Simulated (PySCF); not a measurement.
Polarisability and C₆ of Nb (niobium, neutral)

[Kr] 4d4 5s1, high-spin 6D determinant. All numbers are calculated (PySCF 2.14, a scalar-relativistic core potential, in aug-cc-pwCVTZ-PP with ECP28MDF (8s8p7d4f3g, 122 functions)). Coupled (time-dependent) response in atomic units; α is the mean over directions.

```
method  mean α (bohr³)         α xx, yy, zz  C₆ (like pair)  S(−4)
  PW91           90.23  87.79, 87.79, 95.10            1004   5073
```

S(−4) is the Cauchy moment in α(ω) = α(0) + S(−4) ω² + …

Reference α: 98 ± 8 bohr³ (recommended; Schwerdtfeger and Nagle, table of static dipole polarizabilities (2023 update)). Published C₆: 1140 (Gould and Bucko (2016)).

Spin-orbit coupling is absent.

α(iu) at PW91:

```
u (hartree)  α(iu) (bohr³)
          0          90.23
     0.0500          79.56
      0.100          60.76
      0.200          35.62
      0.300          23.79
      0.500          13.47
      0.750          8.265
       1.00          5.739
       1.50          3.310
       2.00          2.162
       3.00          1.121
       5.00         0.4525
```

A single London oscillator, α(iu) = α/(1 + u²/ω²), gives C₆ = (3/4) ω α². Matching the computed C₆ needs ω = 4 × 1004 / (3 × 90.23²) = 0.164 hartree.

The components differ because the open shell of this determinant is not spherical; for a pure term their mean is the scalar polarisability.

Energies and moments cover only the electrons outside the core potential.
